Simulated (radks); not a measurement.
The numbers below are computed, except where a source is named.
Polarisability of the nickel ion Ni+, [Ar] 3d9, at imaginary frequency. Code: a radial shooting solver on a logarithmic mesh with Libxc functionals. Model: non-relativistic Kohn-Sham, LDA (Slater exchange, VWN5 correlation), spin-polarised, spherical densities, point nucleus; open shells are filled with parallel spins first. Response by self-consistent Sternheimer equations with the Hartree and adiabatic LDA kernel.

w (hartree)  alpha1(iw) (bohr^3)
0.00266                    8.923
0.0143                     8.908
0.0360                     8.829
0.0697                     8.588
0.118                      8.057
0.186                      7.166
0.280                      6.010
0.413                      4.799
0.605                      3.682
0.892                      2.699
1.35                       1.851
2.12                       1.146
3.59                      0.6010
6.94                      0.2351
17.5                     0.05188

Static values: alpha1 = 8.923 bohr^3 (1.322 angstrom^3; uncoupled 11.99). C6 = 31.08, triple-dipole C9 = 177.5 atomic units. One-pole (London) frequency 4 C6 / (3 alpha1^2) = 0.520 hartree, against 0.475 for minus the highest occupied eigenvalue. The dipole shielding factor is 0.965, as the force sum rule N/Z = 0.964 demands.
